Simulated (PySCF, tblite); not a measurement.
Species: C3H6F3PSi.
Z-matrix (Å and degrees, GFN2-xTB geometry), rows numbered from 1:
```
C 
P   1  1.8500
Si  2  2.2573  1   99.26
C   2  1.8241  1   97.99  3    97.64
F   4  1.3508  2  119.04  1   -27.76
C   4  1.3279  2  122.19  1   152.36
F   6  1.3276  4  122.02  2    -0.35
F   6  1.3263  4  127.13  2   178.18
H   1  1.0893  2  109.12  3  -170.98
H   1  1.0883  2  107.74  3    71.24
H   1  1.0877  2  112.02  3   -49.47
H   3  1.4608  2  105.94  1   172.52
H   3  1.4656  2  113.04  1    51.34
H   3  1.4630  2  105.14  1   -68.31
```

Level of theory: B3LYP/def2-SVPD in PySCF (dipole) on a GFN2-xTB geometry, gas phase.

Take the most abundant isotopes and a rigid rotor. The values belong to one conformer with, in the numbering `[CH3:1][P:2]([SiH3:3])[C:4]([F:5])=[C:6]([F:7])[F:8]`, C1–P2–C4–F5 -28°.

Problem. Give the principal moments of inertia and the rotational constants in MHz.

Solution. Ia = 250.40, Ib = 575.71, Ic = 619.81 u·Å²; 505379 MHz·u·Å²/I gives A = 2018, B = 877.8, C = 815.4 MHz.

Problem. What kind of rotor is it?

Solution. An asymmetric top. Ray's parameter κ = (2B − A − C)/(A − C) = -0.896; −1 is the prolate and +1 the oblate limit.

Problem. Is it planar, by Δ = Ic − Ia − Ib?

Solution. Not planar: Δ = Ic − Ia − Ib = -206.30 u·Å². For a rigid frame Δ = −2 Σ m c², so Σ m c² = 103.15 u·Å² lies off the ab plane: 9.82 from hydrogen and 93.33 from heavier atoms. The atom farthest from that plane is 2.07 Å away.

Problem. Give the other two planar moments, Paa and Pbb, and the rms extents of the mass along the axes.

Solution. Paa = Σ m a² = (Ib + Ic − Ia)/2 = 472.56 and Pbb = Σ m b² = (Ia + Ic − Ib)/2 = 147.25 u·Å². With the mass M = 157.99 u, the rms extents √(P/M) along a, b and c are 1.73, 0.97, 0.81 Å.

Problem. Which lines would a microwave search look for?

Solution. The dipole components are |μa| = 1.82 D, |μb| = 0.45 D, |μc| = 0.17 D. The squared components, which scale the intensities, stand as 1.00 : 0.06 : 0.01 (a : b : c). Some lines, for components of 0.1 D or more:

```
type  branch         J(Ka,Kc)    MHz  lower level (cm⁻¹)
   a       R  1(0,1) ← 0(0,0)   1693               0.000
   b       Q  5(2,4) ← 5(1,5)   3993               0.870
   b       R  2(1,2) ← 1(0,1)   4464               0.056
   a       R  3(1,3) ← 2(1,2)   4984               0.205
   a       R  3(2,2) ← 2(2,1)   5080               0.326
   a       R  3(2,1) ← 2(2,0)   5090               0.326
   b       Q  5(3,2) ← 5(2,3)   5796               1.006
   c       Q  3(3,1) ← 3(2,1)   5848               0.496
   b       Q  3(3,0) ← 3(2,1)   5848               0.496
   b       Q  3(3,1) ← 3(2,2)   5860               0.495
   b       Q  5(3,3) ← 5(2,4)   5880               1.003
   a       R  4(1,3) ← 3(1,2)   6893               0.384
   c       R  2(2,1) ← 1(1,1)   6933               0.095
   a       R  5(1,5) ← 4(1,4)   8300               0.593
   a       R  5(2,4) ← 4(2,3)   8461               0.721
   a       R  5(4,1) ← 4(4,0)   8472               1.190
   b       R  5(1,5) ← 4(0,4)   9190               0.564
   b       Q  5(5,1) ← 5(4,2)  10540               1.473
   b       R  4(3,1) ← 3(2,2)  12638               0.495
   c       R  4(4,0) ← 3(3,0)  14975               0.691
   b       R  5(4,1) ← 4(3,2)  16669               0.917
   b       R  5(5,1) ← 4(4,0)  19012               1.190
   b       R  5(5,0) ← 4(4,1)  19012               1.190
```

Its GFN2-xTB frequencies are all real (lowest 20 cm⁻¹). No vibrational averaging or centrifugal distortion is included, and the geometry carries the error of its method. A rigid rotor knows nothing of internal rotation, which can split or shift real lines.

On Arm Neoverse N1, one thread, no GPU, shared host, this took 76 s of wall time (grids of density and orbitals included) and 0.91 GiB of memory at its peak. This is the B3LYP/def2-SVPD job that gave the dipole, with the excitations it also computed.
